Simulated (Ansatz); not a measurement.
CH7BSeSi (`C[Se]B[SiH3]`), relaxed with RKS PBE-D4/def2-SVP in Ansatz from a rough embedded geometry. The force threshold is 0.03 eV/Å; the program also tests the step.

Charge 0, multiplicity 1.

Start:

```xyz
11

C     1.577    0.132    1.231
Se   -0.022   -0.763    1.681
B    -1.021    0.325    0.309
Si   -1.209   -0.408   -1.516
H     1.904   -0.030    0.164
H     2.465   -0.257    1.897
H     1.518    1.214    1.431
H    -1.556    1.281    0.620
H     0.162   -0.474   -2.033
H    -1.854   -1.650   -1.498
H    -1.964    0.628   -2.288
```

```
step  energy (eV)  largest force (eV/Å)  largest move (Å)
   1  -75024.6988                 2.213             0.000
   2  -75025.1027                 0.920             0.193
   3  -75025.2088                 0.401             0.107
   4  -75025.3061                 0.517             0.170
   5  -75025.4546                 0.612             0.194
   6  -75025.6181                 0.572             0.199
   7  -75025.7725                 0.394             0.198
   8  -75025.9267                 0.356             0.195
   9  -75026.0369                 0.312             0.200
  10  -75026.1113                 0.305             0.195
  11  -75026.1867                 0.185             0.200
  12  -75026.2236                 0.089             0.200
  13  -75026.2395                 0.097             0.200
  14  -75026.2439                 0.191             0.129
  15  -75026.2489                 0.016             0.057
  16  -75026.2494                 0.026             0.036
  17  -75026.2497                 0.025             0.037
```

End:

```xyz
11

C     1.690    0.275    1.867
Se    0.452   -0.896    0.868
B    -0.295    0.267   -0.430
Si   -1.635   -0.491   -1.729
H     2.601    0.443    1.263
H     1.954   -0.237    2.811
H     1.192    1.238    2.082
H     0.046    1.434   -0.444
H    -1.143   -0.326   -3.148
H    -1.914   -1.957   -1.507
H    -2.948    0.250   -1.631
```

It took 24 s on 4 threads of an AMD EPYC 7R43 on a shared host, with 0.19 GiB of host memory at the peak.
